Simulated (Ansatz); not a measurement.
Two structures of GeH$_{5}$ClF$_{2}$, closed shell, reached by relaxing down either side of one saddle point (PBE0-D4/def2-TZVP). Energies are electronic, without zero-point energy. Ansatz 0.2.0; basis: def2-TZVPP and def2-QZVPP; cores frozen in the correlated methods. Filled d shells of the heavier atoms are correlated. The def2 sets are not built for correlating such inner shells, so the correlated values are less sure here. Extrapolation: Hartree–Fock as exp(−7.88 √X), correlation as X^−2.97. First:

```xyz
9
angstrom
Ge -0.8964 -1.2310 -0.0430
Cl 0.2359 -0.6198 1.7397
H 0.1433 -1.5805 -1.1013
H -1.6813 -2.4514 0.4467
H -1.7957 -0.0502 -0.3910
H 0.9151 1.6430 -0.8729
F 0.4854 1.2566 -1.6099
H 1.1298 1.1358 1.1393
F 1.4638 1.8975 0.6924
```

Second:

Ge1  (-0.988, -0.884, -0.789)
Cl2  (1.368, -0.515, 2.173)
H3  (0.255, -1.767, -0.865)
H4  (-1.686, -0.877, 0.568)
H5  (-1.942, -1.060, -1.973)
H6  (0.642, 1.652, -0.156)
F7  (-0.386, 0.776, -1.005)
H8  (1.477, 0.644, 1.600)
F9  (1.261, 2.030, 0.447)
(Å)

(1) Which bonds change from the first to the second?

(2) Give the saddle point's structure and its height above each. (Judge from chemistry; the value comes from the calculation.)

The T1 diagnostic stays at or below 0.011.

Results:

(1) GeH₃Cl ([Cl][GeH3]) + HF + HF → GeH₃F ([F][GeH3]) + HCl + HF; bonds formed: Ge1–F7, Cl2–H8, H6–F9; bonds broken: Ge1–Cl2, H6–F7, H8–F9.

(2) The calculation gives: 31.99 kcal/mol above the first and 27.72 kcal/mol above the second (CCSD(T) at an estimated basis limit (MP2 extrapolated from triple and quadruple zeta, plus CCSD(T) − MP2 in triple zeta)).
Ge1  (-0.779, -0.968, -0.442)
Cl2  (0.819, -0.524, 1.544)
H3  (0.258, -2.029, -0.798)
H4  (-1.769, -1.207, 0.695)
H5  (-1.587, -0.621, -1.712)
H6  (0.530, 1.461, -0.218)
F7  (-0.174, 0.940, -0.798)
H8  (1.326, 1.032, 1.139)
F9  (1.374, 1.916, 0.590)
(Å)

Labels in which every atom is bracketed show which atoms are joined, not bond orders.

For scale, one of the runs: CCSD(T)/def2-TZVPP, 222 basis functions, launched by `ansatz run in.yaml --threads 8 --pin off --events-out ev --progress --plain --max-ram 19148MiB`. Hardware: 8 CPU threads of an Arm Neoverse V2, shared host. Wall time 77 s; peak host memory 3.7 GiB.
